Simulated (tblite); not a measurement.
Compound: C₁₃H₉NSi.
SMILES: `N#CC1=CC=C2C(=C1)[SiH2]C1=CC=CC=C12`

Method: GFN2-xTB as coded in tblite; computed harmonic values from a numerical Hessian at the method's own geometry, unscaled. This tight-binding method is rough: wavenumbers can miss measured ones by several per cent, in bad cases by 10 to 20. Modes of hydrogen on silicon can be 10 to 20 % off.

Harmonic wavenumbers (cm⁻¹): 49.1, 93.8, 106.6, 125.5, 165.1, 215.3, 249.9, 317.0, 362.2, 372.7, 373.9, 387.1, 434.4, 462.3, 483.3, 513.6, 517.8, 520.9, 551.2, 583.2, 635.2, 656.9, 672.2, 691.3, 701.4, 727.5, 769.9, 771.9, 827.0, 878.0, 880.8, 883.4, 911.3, 915.2, 929.1, 985.5, 1060.1, 1090.8, 1113.7, 1159.9, 1171.2, 1185.4, 1211.9, 1250.1, 1261.8, 1284.9, 1312.1, 1336.1, 1405.0, 1423.3, 1437.4, 1453.9, 1548.2, 1571.5, 1575.4, 1591.5, 2261.1, 2266.8, 2370.4, 3067.6, 3073.5, 3077.1, 3079.6, 3083.0, 3090.2, 3092.4.

A = 1493, B = 323.5, C = 266.7 MHz; mass 207.050 u (most abundant isotopes); point group Cs, symmetry number 1.

Task: Zero-point energy?

Result: Half the sum of the wavenumbers: 37314 cm⁻¹ = 446.37 kJ/mol.

Task: What is S at 273.15 K and 1 bar for an ideal gas of classical rigid rotors and harmonic oscillators?

Result: Translation 173.55, rotation 133.59, vibration 134.83: S = 442.0 J/(mol K).

Task: And Cp and H(273.15 K) − H(0)?

Result: Cp = 203.15 J/(mol K), of which vibrations give 169.90 (their classical limit is 66 R = 548.8); H(273.15 K) − H(0) = 30.16 kJ/mol without the zero-point energy, 21.07 from vibrations.

Task: How do the functions run with temperature in this model?

Result: 
| T (K) | S (J/(mol K)) | Cp (J/(mol K)) | H − H(0) (kJ/mol) | G − H(0) (kJ/mol) | ln q(vib) |
| --- | --- | --- | --- | --- | --- |
| 50 | 262.3 | 54.9 | 2.06 | -11.05 | 0.44 |
| 100 | 308.9 | 83.3 | 5.51 | -25.38 | 1.61 |
| 298.15 | 460.5 | 219.9 | 35.45 | -101.85 | 7.79 |
| 373.15 | 515.0 | 266.5 | 53.73 | -138.44 | 10.43 |
| 500 | 602.3 | 330.4 | 91.78 | -209.37 | 15.00 |
| 750 | 753.5 | 413.4 | 185.70 | -379.42 | 23.86 |
| 1000 | 879.8 | 463.0 | 295.74 | -584.04 | 32.11 |

q(vib) and H(0) count from the zero-point level.

Task: Blend soft modes into free rotors: weight 1/[1 + (100 cm⁻¹/ν̃)⁴] for the oscillator and the rest for a rotor with moment μB/(μ + B), μ = h/(8π²ν), B = 10⁻⁴⁴ kg m². What vibrational entropy results?

Result: 127.64 J/(mol K) in place of 134.83, which changes −T·S at 273.15 K by +1.96 kJ/mol.

Task: What must be added to the electronic energy to get the Gibbs energy at 273.15 K and 1 bar?

Result: ZPE + [H(273.15 K) − H(0)] − T·S = 446.37 + 30.16 − 120.72 = 355.81 kJ/mol.

Task: Which modes carry the vibrational entropy at 273.15 K?

Result: 49.1 cm⁻¹: 19.58; 93.8 cm⁻¹: 14.26; 106.6 cm⁻¹: 13.22; 125.5 cm⁻¹: 11.91; 165.1 cm⁻¹: 9.73; 215.3 cm⁻¹: 7.70 J/(mol K); the other 60 give 58.42 together.

Hindered rotation and anharmonicity are outside this model.

The run took 1.8 s of wall time on one thread of an Arm Neoverse V1, shared host. The figure is for the frequency step alone.
